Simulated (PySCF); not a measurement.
silole (C4H6Si), SMILES C1=CC=C[SiH2]1. Coordinates come from a PBE-D3(BJ)/def2-SVP optimisation.

These are PBE-D3(BJ)/def2-SVP (PySCF 2.14.0) values and carry that method's errors.

Harmonic wavenumbers (cm⁻¹): 234, 370, 482, 521, 609, 653, 672, 704, 733, 735, 852, 896, 943, 962, 967, 1060, 1067, 1247, 1312, 1513, 1581, 2154, 2154, 3079, 3092, 3151, 3152. Rotational constants (GHz): 6.613, 4.853, 2.895; symmetry number 2.

Question: Work out the zero-point energy and the ideal-gas rigid-rotor harmonic-oscillator thermochemistry at 298.15 K and 1 atm.

Answer: ZPE = ½ Σ hcν = ½ × 34896 cm⁻¹ = 49.89 kcal/mol. H − E(el) = 53.74 kcal/mol. Entropy in cal/(mol K): translation 39.13, rotation 24.27, vibration 7.09, total 70.49. G − E(el) = 32.72 kcal/mol. Cp = 22.37 cal/(mol K).
